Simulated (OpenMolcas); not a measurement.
**Lines of I+: computed and rescaled rates**

| Property | Result |
| --- | --- |
| Program | OpenMolcas 26.06 |
| Method | SS-CASPT2, IPEA 0.25 Eh, imaginary shift 0.1 Eh (closed shells correlated: 4d 5s) |
| Basis | ANO-RCC-VTZP [7s6p4d2f1g] |
| Scalar Hamiltonian | DKH2, point nucleus |
| Active space | 4 electrons in 3 orbitals (5p) |
| State averaging | 2S+1 = 3 even, 3 roots; 2S+1 = 1 even, 6 roots |
| Spin-orbit coupling | RASSI with atomic mean-field integrals over the reference wave functions, term energies averaged over their components |

Rates come from the transition moments of the reference wave functions (E1 and E2 in the length form). At fixed line strength A goes as λ^-3 for E1 and M1 and as λ^-5 for E2, so a rate at the computed wavelength can be rescaled to the measured one. Measured vacuum wavelengths follow from level energies in NIST Handbook of Basic Atomic Spectroscopic Data. Branching counts decays inside the model space alone, at computed energies, and the table is only a selection of the E2 and M1 lines, drawn from those between levels with measured partners whose computed energy lies within a factor of 1.5 of the measured one.

| Upper | Lower | Type | λ computed (nm) | λ measured (nm) | A computed (s-1) | A rescaled (s-1) | Branching % |
| --- | --- | --- | --- | --- | --- | --- | --- |
| 5s² 5p⁴ ³P₀ | 5s² 5p⁴ ³P₂ | E2 | 1600 | 1551 | 1.98e-02 | 2.31e-02 | 100.0 |
| 5s² 5p⁴ ³P₁ | 5s² 5p⁴ ³P₂ | M1 | 1578 | 1411 | 5.28e+00 | 7.39e+00 | 99.8 |
| 5s² 5p⁴ ¹D₂ | 5s² 5p⁴ ³P₁ | M1 | 1387 | 1506 | 4.14e-01 |  | 5.1 |
| 5s² 5p⁴ ¹D₂ | 5s² 5p⁴ ³P₂ | M1 | 738.2 | 728.5 | 7.56e+00 |  | 92.6 |
| 5s² 5p⁴ ¹D₂ | 5s² 5p⁴ ³P₂ | E2 | 738.2 | 728.5 | 1.88e-01 |  | 2.3 |
| 5s² 5p⁴ ¹S₀ | 5s² 5p⁴ ¹D₂ | E2 | 636.2 | 634 | 6.10e+00 | 6.21e+00 | 7.2 |
| 5s² 5p⁴ ¹S₀ | 5s² 5p⁴ ³P₁ | M1 | 436.2 | 446.1 | 7.68e+01 |  | 90.8 |
| 5s² 5p⁴ ¹S₀ | 5s² 5p⁴ ³P₂ | E2 | 341.7 | 339 | 1.71e+00 |  | 2.0 |

Spin-changing lines and M1 lines between different terms are not rescaled, since their strength hangs on the term gaps too.

The largest correction is for 5s² 5p⁴ ³P₁ → 5s² 5p⁴ ³P₂ (M1): 5.28e+00 × (1578 / 1411)^3 = 7.39e+00 s-1, a factor of 1.40.

The computed rate and branching of 5s² 5p⁴ ³P₀ → 5s² 5p⁴ ³P₂ give the upper level a radiative lifetime of 1.000 / 1.98e-02 s-1 = 5.05e+01 s, counting decays inside the model space alone. The rescaled rate gives about 4.3e+01 s.

No measured rate stands beside these. Rescaling mends the energy factor alone: line strengths can still be far off where a level mixes with configurations outside the active space, and weak or spin-changing lines hang on small mixing coefficients that depend on the term gaps too, so rescaling need not improve them.

CASPT2 does not keep the components of a term degenerate, so their means are used; among the terms shown or strongly mixed into the levels shown the widest spread is 160 cm-1 (5s² 5p⁴ ¹D). With the s shell closed, the reference lacks s² → p² mixing. Computed and measured levels are paired by configuration, term and J; levels that our copy of the source lacks, or whose pairing is in doubt (as where it misses far off the trend of its configuration), stay unpaired. Only configurations of the active space appear.
